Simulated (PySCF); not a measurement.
Molecule: SMILES C(N1[C@@H](C#C)C=CC1)=O, C₇H₇NO.

Geometry (Å), atoms numbered from 1 in this order:
```xyz
16

C     2.400    1.680    0.162
C     1.397    1.180   -0.256
C     0.176    0.542   -0.731
C     0.463   -0.787   -1.383
C    -0.113   -1.776   -0.723
C    -0.883   -1.275    0.455
N    -0.703    0.165    0.370
C    -1.268    1.016    1.235
O    -1.989    0.692    2.148
H     3.277    2.132    0.519
H    -0.336    1.232   -1.420
H     1.082   -0.851   -2.258
H    -0.066   -2.823   -0.961
H    -1.948   -1.529    0.407
H    -0.493   -1.661    1.405
H    -1.004    2.070    1.018
```

Frames of a GFN2-xTB Langevin trajectory at 200 K; GIAO PBE0/pcSseg-1 shieldings in PySCF 2.14, gas phase, non-relativistic; equivalent atoms averaged within each frame.

Shifts are taken against calculated references (same method and geometry level): TMS for ¹³C (186.93 ppm) and ¹H (31.72 ppm); ¹⁵N (267.73 ppm) vs NH3; H2O for ¹⁷O (336.08 ppm). The references are static minima.

Problem. How do the shifts (ppm) fluctuate along the trajectory?

Solution. 
```tsv
time (fs)	C8	C5	C4	C2	C1	C3	C6	N7	O9	H16
250	160.8	135.5	130.3	84.1	82.9	56.8	56.8	157.7	438.9	8.53
425	163.4	134.6	133.1	91.8	84.3	54.1	57.6	170.2	441.1	8.53
625	159.3	131.1	133.2	84.4	82.5	56.4	60.4	143.9	422.9	9.09
800	167.9	134.4	136.9	87.9	81.7	52.1	53.5	140.9	466.5	8.16
1000	162.0	135.1	122.4	86.9	82.4	58.2	58.3	140.4	458.4	8.55
mean of frames	162.7	134.1	131.2	87.0	82.7	55.5	57.3	150.6	445.6	8.57
standard deviation	3.3	1.8	5.4	3.1	0.9	2.4	2.5	13.0	17.2	0.33
```

5 frames give an uncertainty of the mean of about the standard deviation over 2.2 at best, since frames this close in time may not be independent; classical motion lacks zero-point vibration, and the reference would need the same averaging.
